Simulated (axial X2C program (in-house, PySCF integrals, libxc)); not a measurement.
**Low determinants of HfTe at the PBE0 level, with spin–orbit coupling**

Computed with an axial X2C code built on PySCF integrals. Two-component (2c) means X2C with spin–orbit coupling and atomic mean-field two-electron Coulomb and Gaunt terms. Basis: Hf dyall-cv3z [13s14p9d7f4g], Te dyall-cv3z [11s12p8d4f1g] (cores contracted in-house); Gaussian nuclei, density fitting, unrestricted open shells. Masses: Hf 179.947 u, Te 129.906 u.

Search at 2.560 Å (vertical energies from the lowest determinant):

```tsv
ΔE (eV)	state	electrons beyond evenly filled partner blocks	electrons in ±ω = 1/2, 3/2, 5/2, 7/2
0.00	Ω = 0	none	74 36 12 2
0.25	Ω = 1	ω = -1/2, ω = 3/2	73 37 12 2
0.58	Ω = 3	ω = 1/2, ω = 5/2	73 36 13 2
0.82	Ω = 2	ω = 1/2, ω = 3/2	73 37 12 2
1.19	Ω = 2	ω = -1/2, ω = 5/2	73 36 13 2
1.20	Ω = 1	2 × ω = 1/2	74 36 12 2
1.69	Ω = 3	2 × ω = 3/2	74 36 12 2
```

Lowest determinant, Ω = 0 (closed shell): Re = 2.503 Å, ωe = 261.3 cm⁻¹.

The determinant in row 2 of the search, Ω = 1 (⟨Sz⟩ = -0.99, ⟨Lz⟩ = 1.99 at PBE0), was followed along the bond at PBE0; measured from the minimum of the lowest determinant it gives:

Te = 0.275 eV (2215 cm⁻¹), Re = 2.534 Å, ωe = 246.0 cm⁻¹.

The determinant in row 3 of the search, Ω = 3 (⟨Sz⟩ = 1.00, ⟨Lz⟩ = 2.00 at PBE0), was followed along the bond at PBE0; measured from the minimum of the lowest determinant it gives:

Te = 0.601 eV (4850 cm⁻¹), Re = 2.530 Å, ωe = 247.2 cm⁻¹.

Task: Compare the bond of the determinant in row 2 with that of the lowest one.

Result: At PBE0 its Re is 0.031 Å longer and its force constant, which goes as ωe², is 0.89 times that of the lowest determinant. T0 ≈ Te + Δωe/2 = 2215 + (-8) = 2207 cm⁻¹.

The search compares states at one distance, so a state with another bond length can lie lower; it is not exhaustive and yields mostly the lowest determinant of each block pattern, so other components and higher states of one pattern are missing. These are energies of single determinants, not of spin-adapted states; PBE0 term energies can be off by some tenths of an eV, and the functional has no current term. Open-shell Ω = 0 determinants with evenly filled partner blocks cannot be reached by this program, so the Ω shown need not be the lowest component. The lowest determinant need not be the ground state where others lie within half an eV.
